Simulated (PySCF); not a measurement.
Species: C5H9NSi.
SMILES with atom numbers: `[N:1]#[C:2][CH2:3][C@@H:4]1[CH2:5][CH2:6][SiH2:7]1` (hydrogens: H8, H9 on C3; H10 on C4; H11, H12 on C5; H13, H14 on C6; H15, H16 on Si7)

Structure used (PBE0-D3(BJ)/def2-SVP), in Å, numbered top down from 1:
```
atom  x, y, z in Å
N1    -2.6836    1.5878    2.0113
C2    -2.2737    1.0478    1.0733
C3    -1.7206    0.3713   -0.0939
C4    -0.2135    0.5532   -0.2152
C5     0.4935   -0.2183   -1.3597
C6     1.8996   -0.4202   -0.7394
Si7    1.0666   -0.2414    0.9549
H8    -2.2411    0.7524   -0.9901
H9    -1.9754   -0.6994   -0.0179
H10    0.0254    1.6276   -0.2990
H11    0.0027   -1.1972   -1.4976
H12    0.4767    0.2898   -2.3391
H13    2.5544    0.4409   -0.9482
H14    2.4315   -1.3376   -1.0252
H15    0.5799   -1.5429    1.5095
H16    1.7029    0.5608    2.0423
```

Level of theory: core-valence-separated Tamm–Dancoff BHandHLYP/aug-pcX-1 (pcseg-1 on H, def2-SVPD on Si) in PySCF, non-relativistic, gas phase, PBE0-D3(BJ)/def2-SVP geometry.

Computed carbon K-edge spectrum, Gaussian lines of 0.4 eV full width, highest printed point 100; it ends one width below the last computed root. Absolute energies from this functional tend to lie a few eV below measured edges; no shift was applied.

```csv
photon energy (eV),absorption
283.6,2
283.7,9
283.8,28
283.9,61
284.0,93
284.1,100
284.2,77
284.3,42
284.4,16
284.5,4
284.6,1
284.7,1
284.8,3
284.9,6
285.0,9
285.1,10
285.2,14
285.3,22
285.4,34
285.5,45
285.6,52
285.7,55
285.8,53
285.9,45
286.0,40
286.1,45
286.2,53
286.3,55
286.4,51
286.5,44
286.6,39
286.7,36
286.8,35
286.9,30
287.0,23
```

Problem. Where are the maxima, and which lines make them up?

Solution. 3 maxima:
- 284.1 eV: C2 (nitrile carbon), 284.07 eV, f = 0.130, sum of 2, 1s→π*, 100 % of the height at the exact maximum
- 285.7 eV: C6 (sp3 carbon bound to silicon), 285.73 eV, f = 0.023, 32 % of the height at the exact maximum; C4 (sp3 carbon bound to silicon), 285.78 eV, f = 0.024, 31 % of the height at the exact maximum; C5 (four-membered-ring carbon), 285.84 eV, f = 0.014, 15 % of the height at the exact maximum
- 286.3 eV: C5 (four-membered-ring carbon), 286.22 eV, f = 0.042, sum of 2, 57 % of the height at the exact maximum; C6 (sp3 carbon bound to silicon), 286.20 eV, f = 0.014, 17 % of the height at the exact maximum; C4 (sp3 carbon bound to silicon), 286.44 eV, f = 0.016, 14 % of the height at the exact maximum

Further lines of some strength in the range: C6, 285.47 eV, f = 0.020; C4, 285.48 eV, f = 0.020; C3, 286.49 eV, f = 0.012; C4, 286.62 eV, f = 0.012; C3, 286.84 eV, f = 0.024.

Roots within 0.03 eV on the same or equivalent atoms count as one line; shares under 12 % aren't listed.

Vibrational structure and lifetime widths aren't in the curve. The ionisation threshold wasn't computed; near and above it a finite basis only mimics Rydberg series and continuum.

One conformer stands for the species.
